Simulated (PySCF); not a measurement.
Two species compared at the same levels of theory.

First species: C6H13OP.
SMILES: `CCP(CO)C1CC1`

Second species: C₁₂H₈.
Bonds: C1–C2 (triple), C2–C3, C3–C4 (aromatic), C4–C5 (aromatic), C5–C6 (aromatic), C6–C7 (aromatic), C7–C8 (aromatic), C8–C9 (aromatic), C9–C10 (aromatic), C10–C11 (aromatic), C11–C12 (aromatic), C3–C12 (aromatic), C6–C12. Hydrogens: H13 on C1; H14 on C4; H15 on C5; H16 on C7; H17 on C8; H18 on C9; H19 on C10; H20 on C11.

Levels: PBE0/pcSseg-1 for dipole moment, HOMO energy, LUMO energy and HOMO–LUMO gap; GFN2-xTB for rotational constant A and rotational constant C. Geometries: GFN2-xTB. Each species is one conformer at its optimised geometry, gas phase, non-relativistic unless stated; the electronic structure was computed with PySCF and density fitting.

Dipoles, sizes and rotational constants follow the conformer. The torsions of the flexible species, by atom-mapped SMILES:
- `[CH3:1][CH2:2][P:3]([CH2:4][OH:5])[CH:6]1[CH2:7][CH2:8]1`: C1–C2–P3–C4 85°, C2–P3–C4–O5 51°, C2–P3–C6–C7 114°, H–O5–C4–P3 66°

```csv
property,column X,column Y
dipole moment,1.41 D,2.13 D
HOMO energy,-6.55 eV,-5.72 eV
LUMO energy,0.94 eV,-2.31 eV
HOMO–LUMO gap,7.49 eV,3.41 eV
rotational constant A,2.303 GHz,1.831 GHz
rotational constant C,0.937 GHz,0.551 GHz
```

(1) Which column belongs to which species?

(2) How does each property change from the first species to the second?

Results:

(1) Column X is the first species and column Y the second. The first has 21 atoms and 72 electrons, the second 20 and 80.

(2) dipole moment +0.72 D; HOMO energy +0.83 eV; LUMO energy -3.25 eV; HOMO–LUMO gap -4.08 eV; rotational constant A -0.472 GHz; rotational constant C -0.386 GHz.

On the first: A dipole of 1.41 D is allowed in C1, and pure rotational transitions are dipole-allowed. The dipole equals about 4.7 × 10⁻³⁰ C·m (1 D = 3.33564 × 10⁻³⁰ C·m).

On the second: The dipole equals about 7.1 × 10⁻³⁰ C·m (1 D = 3.33564 × 10⁻³⁰ C·m).
